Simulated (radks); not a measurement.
Coherent X-ray form factor from a spherical all-electron density. Method: Dirac Kohn-Sham, PBEsol, spin-unpolarised, spherical densities, finite nucleus; Fermi nuclear charge, rms radius of each element as measured or else 0.836 A^(1/3) + 0.57 fm; computed with a radial shooting solver on a logarithmic mesh with Libxc functionals.

sin(theta)/lambda (1/angstrom),f0 (electrons)
0.05,4.909
0.1,4.654
0.15,4.279
0.2,3.841
0.25,3.396
0.3,2.984
0.4,2.336
0.5,1.927
0.6,1.689
0.8,1.442
1,1.269
1.25,1.054
1.5,0.851
2,0.530

The species is in the configuration that NIST lists as its ground one. Which atom or ion scatters so?

Answer. The nitrogen ion N2+, [He] 2s2 2p1. Extrapolating in s^2 from the first two rows gives f0(0) = 5.0, near the electron count 5; among species with that count, the fall with angle is slower the higher Z, and the table is that of Z = 7; from so few rows the species is fixed only to a neighbour or two.
